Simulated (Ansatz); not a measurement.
The same path of F$_{4}$H$_{2}$OZr (8 atoms, charge 0, multiplicity 1) was run twice with different band settings. Lost on the way: H6–F7. Made: O2–H6.

The calculation used Ansatz 0.2.0, RKS B3LYP/def2-SVP.

Relaxed end points:

```xyz
8
Properties=species:S:1:pos:R:3
Zr -0.463 -0.016 -0.607
O 0.827 -0.694 0.797
F -0.710 -1.648 -1.561
F -2.233 0.408 -0.029
F 0.241 1.154 -1.942
H 0.777 0.751 1.300
F 0.296 1.557 0.994
H 1.267 -1.513 1.049
```

```xyz
8
Properties=species:S:1:pos:R:3
Zr -0.402 0.402 -0.703
O 0.419 -0.668 1.262
F 0.318 -1.246 -1.395
F -2.142 0.237 0.077
F -0.771 1.314 -2.342
H 1.069 -0.152 1.762
F 0.770 1.696 0.123
H 0.739 -1.582 1.217
```

Common settings: movable images 7; climbing image yes; spring 5.0 eV/Å²; start path through a guess of the saddle point; force threshold 0.05 eV/Å; iteration limit 60; end points relaxed.

| run | optimiser | largest step |
| --- | --- | --- |
| 1 | quadratic models (default) | default |
| 2 | fire | 0.5 Å |

Problem. What does each run give, and how far can it be trusted?

Solution. Run 1: converged after 15 iterations, highest image 0.018 eV above the first end. A vibrational analysis at the climbing image gives one clearly imaginary mode, 263i cm⁻¹: a first-order saddle point.
Run 2: not converged after 60 iterations, highest image 0.031 eV above the first end. The band didn't meet its force threshold, so its energies are provisional: the largest band force was still 0.14 eV/Å, and over the last iterations the top stayed at 0.03 eV.
The orbitals stay closed-shell, which can raise the energy where a bond breaks towards radicals; this wasn't checked here.
